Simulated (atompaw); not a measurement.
Building the PAW (atompaw) potential for samarium (Sm) (LDA (PW92), scalar-relativistic).

```json
{"Element": "samarium (Sm)", "Generator": "atompaw 4.2.0.5", "Type": "PAW", "Functional": "LDA (PW92)", "Relativity": "scalar-relativistic", "Frozen core": "[Kr] 4d10", "Valence charge": "16", "Reference configuration": "4f6 5s2 5p6 5d0 6s2 6p0", "Partial waves": "5s (bound): rc 1.60 bohr; 6s (bound): rc 3.00 bohr; 5p (bound): rc 2.85 bohr; 6p (bound, empty): rc 3.00 bohr; 5d (bound, empty): rc 2.40 bohr; 5d channel at 5.25 Ry: rc 2.40 bohr; 4f (bound): rc 1.05 bohr; 4f channel at 0.25 Ry: rc 1.05 bohr", "Local potential": "bessel scheme, radius 2.85 bohr", "Core correction": "smooth core density matched at 2.90 bohr", "Augmentation charge": "besselshape compensation charge, radius 2.25 bohr; PAW radius 3.00 bohr; waves and projectors: custom rrkj gramschmidtortho"}
```

All-electron outer shells of the reference configuration (LDA (PW92), scalar-relativistic, ld1.x):

```csv
shell,level (eV),outermost node (bohr),outermost maximum (bohr)
4p,-246.92,0.30,0.56
4d,-128.67,0.28,0.59
5s,-43.39,0.69,1.27
5p,-23.32,0.74,1.43
6s,-3.72,1.70,3.62
4f,-2.67,–,0.61
5d,-1.83,0.84,2.19
6p,-1.25,2.06,4.94
```

What the tests gave:

```
Cutoffs needed                                           : 160 Ry and 260 Ry (the cutoffs (Ry, on a coarse ladder) from which the occupation-weighted sum of valence levels, in a spherical-Bessel basis at the reference potential, stays within 10 and 1 mRy of its value at 400 Ry)
Ghost test                                               : no extra level below or beside the all-electron valence levels (s, p, d, f tested) (spherical-Bessel basis up to 400 Ry, 20 bohr box)
Lowest eigenvalue of the overlap operator                : 0.09 (p channel)
Overlap eigenvalues printed by atompaw (projector basis) : 0.229, 0.298, 0.326, 2.83, 5.48, 9.76, 21.8, 122
Share of each valence orbital outside the PAW sphere     : 5s 1 %, 6s 81 %, 5p 3 %, 6p 95 %, 5d 48 %, 4f 2 %
```

Generation and tests took about 14 s on one core of a shared server CPU.
